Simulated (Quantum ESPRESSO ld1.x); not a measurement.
Species: the lutetium ion Lu+. Configuration: [Xe] 4f14 6s1 7p1 (not the ground configuration). Calculated with ld1.x of Quantum ESPRESSO 7.5: Dirac Kohn-Sham, revPBE, spin-unpolarised, spherical densities, point nucleus; open shells fill j = l - 1/2 first.

Radial electron density D(r) = 4 pi r^2 rho(r):

```
   r/bohr * D(r) (the largest magnitude, 127, reaches the edge; | marks zero)
 0.003762 |                 *
  0.00446 |                     *
 0.005233 |                         *
 0.006203 |                              *
 0.007353 |                                  *
 0.008629 |                                     *
  0.01023 |                                        *
  0.01212 |                                          *
  0.01437 |                                          *
  0.01686 |                                         *
  0.01999 |                                       *
  0.02369 |                                     *
   0.0278 |                                     *
  0.03295 |                                        *
  0.03906 |                                            *
  0.04584 |                                                  *
  0.05433 |                                                      *
   0.0644 |                                                      *
  0.07633 |                                                  *
  0.08957 |                                             *
   0.1062 |                                          *
   0.1258 |                                            *
   0.1477 |                                                *
   0.1751 |                                                 *
   0.2075 |                                          *
   0.2435 |                                *
   0.2886 |                         *
   0.3421 |                        *
   0.4055 |                            *
   0.4758 |                            *
    0.564 |                       *
   0.6685 |                *
   0.7845 |           *
   0.9299 |       *
    1.102 |     *
    1.293 |    *
    1.533 |  *
    1.817 | *
    2.154 |*
    2.528 *
    2.996 *
    3.551 *
    4.168 *
     4.94 *
    5.855 *
    6.871 *
    8.144 *
    9.653 *
    11.44 *
    13.43 *
    15.92 *
    18.87 *
```

D(r) has 5 maxima, at r = 0.0133, 0.0594, 0.165, 0.448, 8.14 bohr, and minima at 0.0257, 0.107, 0.316, 5.30 bohr, inside which lie 2.01, 11.09, 29.79, 69.07 electrons.
